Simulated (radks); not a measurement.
Excited configurations of H I: one electron is placed in a higher orbital outside the bare nucleus. The ground configuration is 1s1. All-electron calculation, non-relativistic Kohn-Sham, LDA (Slater exchange, Perdew-Wang correlation), spin-polarised, spherical densities, point nucleus; open shells are filled with parallel spins first. Program: a radial shooting solver on a logarithmic mesh with Libxc functionals. Excitation = E - E(ground); binding = E(ion) - E, where the ion is the core of charge +1; n* = 1/sqrt(2 binding) in atomic units, and the quantum defect is n - n*.

| outer orbital | excitation (eV) | binding (eV) | n* | quantum defect | eigenvalue (eV) | <r> (bohr) |
|---|---|---|---|---|---|---|
| 2s | 9.501 | 3.525 | 1.965 | 0.035 | -2.122 | 5.841 |
| 2p | 9.647 | 3.379 | 2.007 | -0.007 | -1.712 | 5.107 |
| 3s | 11.375 | 1.652 | 2.870 | 0.130 | -1.046 | 12.88 |
| 3d | 11.450 | 1.577 | 2.938 | 0.062 | -0.784 | 10.37 |
| 4p | 12.060 | 0.966 | 3.753 | 0.247 | -0.619 | 21.72 |
| 4d | 12.070 | 0.956 | 3.772 | 0.228 | -0.573 | 19.99 |
| 6p | 12.572 | 0.454 | 5.474 | 0.526 | -0.311 | 49.42 |
| 6d | 12.572 | 0.454 | 5.472 | 0.528 | -0.305 | 47.52 |
| 7s | 12.687 | 0.339 | 6.336 | 0.664 | -0.238 | 68.49 |
| 7p | 12.686 | 0.340 | 6.326 | 0.674 | -0.238 | 67.33 |
| 7f | 12.686 | 0.341 | 6.318 | 0.682 | -0.229 | 62.56 |

The Delta-SCF ionisation energy is 13.026 eV (NIST Atomic Spectra Database: 13.598 eV, theoretical). Self-interaction in the functional shifts the binding energies and quantum defects, so they are the method's values and not measured ones.
